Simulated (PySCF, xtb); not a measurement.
Zn(OH2)6 (H12O6Zn), SMILES [OH2]->[Zn+2](<-[OH2])(<-[OH2])(<-[OH2])(<-[OH2])<-[OH2], charge +2.

GFN2-xTB in xtb at its own geometry gives an orbital gap of 7.67 eV.

The structure is a stationary point at r2SCAN-D4/def2-SVP. The isomer is the one that the SMILES or the coordinates give; other isomers of the formula were not compared.

Question: What does r2SCAN/def2-SVP run with PySCF give? (The exact figures need the calculation; the answer reports its results.)

Answer: gap 8.31 eV (levels -16.38 and -8.07 eV).
